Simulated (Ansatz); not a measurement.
Ansatz (a program for electronic structure) input (SVWN5/def2-TZVP):

Ansatz 0.2 input:
```yaml
crystal:
  periodic: [false, false, false]
  atoms:
    - {symbol: Zr, position_ang: [0.00177991, 0.00247453, -0.04397706]}
    - {symbol: H, position_ang: [1.53398685, -0.06285687, 0.94231603]}
    - {symbol: H, position_ang: [-1.60518343, -0.03612437, 0.81676637]}
basis:
  gaussian:
    orbitals: def2-TZVP
hamiltonian:
  xc: {name: SVWN5}
relax: {f_tol: 0.003, max_steps: 100}
```

Output:

```
Functional definition: SVWN5
integrals: 0.01 GiB planned
409 factors; their error is unknown
mean field: 0.10 GiB planned
mean field evaluation 1: about -1300.7392 eV, gradient 2.6e1 eV
mean field evaluation 2: about -1300.6150 eV, gradient 3.5e1 eV
mean field evaluation 4: about -1303.9834 eV, gradient 8.8e0 eV
mean field evaluation 8: about -1304.6677 eV, gradient 4.0e-1 eV
mean field evaluation 16: about -1304.6649 eV, gradient 8.2e-4 eV
mean field evaluation 32: about -1302.6927 eV, gradient 1.5e1 eV
mean field evaluation 64: about -1304.6647 eV, gradient 1.4e-1 eV
mean field -1304.66490421 eV, -47.9455508961 hartree, gradient 2.0e-5 eV, S^2 0.000000; 7 other end points of the search recorded, 0 dependent functions left out
the calculation of the forces begins
reference -1304.66494603 eV, -47.9455524330 hartree; 7, 7 occupied and 45, 45 virtual orbitals, 409 factors
relax step   1: F+E_penalty+E_count = -1304.66490421 eV  Δ(F+E_penalty+E_count) = +0.000e0 eV  max|allowed force component| = 1.203e-1 eV/Å  Δτ_max = 0.0000 Å  (218 SCF iters, accepted)
these checks for a lower state are left out or cut short: starts, cluster_reference, orbital_swaps, neighbouring_geometries, increment
integrals: 0.01 GiB planned
409 factors; their error is unknown
mean field: 0.10 GiB planned
mean field -1304.66322399 eV, -47.9454891492 hartree, gradient 2.3e-5 eV, S^2 0.000000; 0 other end points of the search recorded, 0 dependent functions left out
the calculation of the forces begins
reference -1304.66326600 eV, -47.9454906931 hartree; 7, 7 occupied and 45, 45 virtual orbitals, 409 factors
relax step   2: F+E_penalty+E_count = -1304.66322399 eV  Δ(F+E_penalty+E_count) = +1.680e-3 eV  max|allowed force component| = 1.835e-1 eV/Å  Δτ_max = 0.0332 Å  (28 SCF iters, rejected (line search))
these checks for a lower state are left out or cut short: starts, cluster_reference, orbital_swaps, neighbouring_geometries, increment
integrals: 0.01 GiB planned
409 factors; their error is unknown
mean field: 0.10 GiB planned
mean field -1304.66584200 eV, -47.9455853592 hartree, gradient 2.5e-5 eV, S^2 0.000000; 0 other end points of the search recorded, 0 dependent functions left out
the calculation of the forces begins
reference -1304.66588388 eV, -47.9455868984 hartree; 7, 7 occupied and 45, 45 virtual orbitals, 409 factors
relax step   3: F+E_penalty+E_count = -1304.66584200 eV  Δ(F+E_penalty+E_count) = -9.378e-4 eV  max|allowed force component| = 1.054e-3 eV/Å  Δτ_max = 0.0110 Å  (29 SCF iters, accepted)
integrals: 0.01 GiB planned
409 factors; their error is unknown
mean field: 0.10 GiB planned
mean field evaluation 96: about -1304.6710 eV, gradient 8.2e-2 eV
mean field evaluation 128: about -1302.6766 eV, gradient 1.5e1 eV
mean field evaluation 160: about -1304.6656 eV, gradient 1.4e-1 eV
mean field -1304.66584200 eV, -47.9455853592 hartree, gradient 2.5e-5 eV, S^2 0.000000; 8 other end points of the search recorded, 0 dependent functions left out
the calculation of the forces begins
reference -1304.66588388 eV, -47.9455868984 hartree; 7, 7 occupied and 45, 45 virtual orbitals, 409 factors
Total energy: -1304.66588388 eV, -47.9455868984 hartree
Atom 0 at     0.001336     0.001857    -0.033008 Å, force    -0.000043    -0.000059     0.001054 eV/Å
Atom 1 at     1.535490    -0.062559     0.936883 Å, force    -0.000383     0.000033    -0.000543 eV/Å
Atom 2 at    -1.606243    -0.035805     0.811231 Å, force     0.000425     0.000026    -0.000511 eV/Å
Dipole moment:     0.011983     0.016659    -0.296064 e Å
```

This is an excited singlet: at this geometry the triplet lies 0.18 eV lower at CCSD(T)/CBS(def2-TZVPPD,def2-QZVPPD).
